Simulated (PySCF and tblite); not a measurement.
Values are calculated unless marked as measured or tabulated.
C7H9N, numbered as in [CH3:1][CH2:2][c:3]1[cH:4][cH:5][cH:6][cH:7][n:8]1.

Geometries GFN2-xTB; weights from PBE0-D3(BJ)/pcSseg-1 (IEF-PCM, chloroform) energies and GFN2-xTB thermal corrections, with symmetry numbers and mirror pairs. Conformers within 3 kcal/mol (GFN2-xTB free energy) were kept, 10 at most. (PySCF 2.14, tblite 0.8.)

Rotational constants are equilibrium values for the commonest isotopes; dipoles come from the energy level named and are polarised by its solvent model.

Torsions listed: C1–C2–C3–N8. Of a mirror pair one member is shown.

```json
{"conformer": "1", "shape": "-98°", "symmetry": "C1 (pair)", "weight %": "65.6"}
{"conformer": "2", "shape": "0°", "symmetry": "Cs", "weight %": "34.4"}
```

Sets of constants, in random order:

```json
{"set": "P", "A (MHz)": "4982", "B (MHz)": "1579", "C (MHz)": "1217", "abs μa (D)": "1.42", "abs μb (D)": "1.94", "abs μc (D)": "0.00"}
{"set": "Q", "A (MHz)": "4691", "B (MHz)": "1551", "C (MHz)": "1283", "abs μa (D)": "0.73", "abs μb (D)": "2.31", "abs μc (D)": "0.20"}
```

(1) Match each set to its conformer.

Answers

(1) P is conformer 2, Q is conformer 1.
